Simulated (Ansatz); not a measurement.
Single points on the cluster Mg₅Si₃⁻.

```yaml
crystal:
  periodic: [false, false, false]
  atoms:
    - {symbol: Mg, position_ang: [1.825608, 0.467313, 0.852285]}
    - {symbol: Mg, position_ang: [0.440373, -2.791268, 0.642399]}
    - {symbol: Mg, position_ang: [-0.723695, -0.583808, 2.247242]}
    - {symbol: Mg, position_ang: [0.565495, 1.322732, -1.807858]}
    - {symbol: Mg, position_ang: [-0.509983, 2.140420, 0.923840]}
    - {symbol: Si, position_ang: [1.315178, -1.123252, -1.252951]}
    - {symbol: Si, position_ang: [-2.012288, 1.253247, -1.095816]}
    - {symbol: Si, position_ang: [-0.900687, -0.685385, -0.509142]}
basis:
  gaussian: {orbitals: def2-TZVPD, initial_orbitals: start.molden}
total_charge: -1
magnetization: {spin_polarized: true, initial_magnetization: 1}
correlation: {method: mp2}
scf: {omitted_lower_state_checks: [starts]}
output: {orbitals: {seedname: orbitals}}
```

The file start.molden holds the orbitals of an earlier run on this structure, at another level or in another basis.

```sh
$ ansatz run in.yaml --threads 4 --pin off --events-out ev --progress --plain --max-ram 4787MiB
```

It prints (some lines left out):

```
Functional definition: HF
2321 factors; integrals over basis functions are off by at most 7.6e-4 eV
mean field evaluation 1: about -50743.1655 eV, gradient 2.7e1 eV
mean field evaluation 2: about -50744.1560 eV, gradient 1.4e0 eV
mean field evaluation 4: about -50744.4436 eV, gradient 7.4e-1 eV
mean field evaluation 8: about -50744.6467 eV, gradient 4.1e-3 eV
mean field -50744.64667450 eV, -1864.8313693310 hartree, gradient 2.1e-6 eV, S^2 2.163844; 0 other end points of the search recorded, 0 dependent functions left out
20 core orbitals not correlated: weight in the atoms' cores, before any rotation towards them, 1.000 or more for the frozen orbitals, at most 0.000 for the correlated occupied ones
reference -50744.64667450 eV, -1864.8313693310 hartree; 32, 31 occupied and 252, 253 virtual orbitals, 2321 factors
second order -37.28610654 eV of doubles, -0.00000000 eV of singles
Total energy: -50781.93278104 eV, -1866.2016084729 hartree
Checks for a lower state left out: starts
```

Run time 39 s (4 threads of Arm Neoverse V1 on a shared host), peak host memory 1.6 GiB.

Geometry: r2SCAN-D4/def2-SVPD.

Correlated methods freeze 20 core orbitals; core or outer-core shells of Mg are correlated, in sets that lack core-valence functions. The charge -1 doublet is spin-contaminated (final ⟨S²⟩ up to 2.16, 0.75 for a pure state). Another isomer (doublet) lies 0.30 eV lower at PBE0-D4/def2-TZVPD; other spin states weren't run for this one.
